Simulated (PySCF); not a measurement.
Excitations are Tamm–Dancoff values on a coarser integration grid. The basis has no diffuse functions, so Rydberg states are missing or too high.

Cartesian coordinates (Å):
```xyz
8

C      2.1211    -0.1015    -0.2787
C      0.9443    -0.1551     0.0202
C     -0.4174    -0.2411     0.4048
C     -1.4407     0.2959    -0.2826
H      3.1550    -0.0484    -0.5507
H     -0.6199    -0.7893     1.3311
H     -1.2759     0.8479    -1.2083
H     -2.4658     0.1910     0.0720
```
Charge 0, spin multiplicity 1.

Problem. Give the dipole moment, HOMO, HOMO–LUMO gap, total energy and brightest of the four lowest singlets (TDA) at the level PBE-D3(BJ)/def2-TZVP run with PySCF 2.14.0.

Solution. 
* **dipole moment**: 0.38 D
* **HOMO**: -6.12 eV
* **HOMO–LUMO gap**: 4.11 eV
* **total energy**: -154.5872 Ha
* **brightest of the four lowest singlets (TDA)**: 5.62 eV
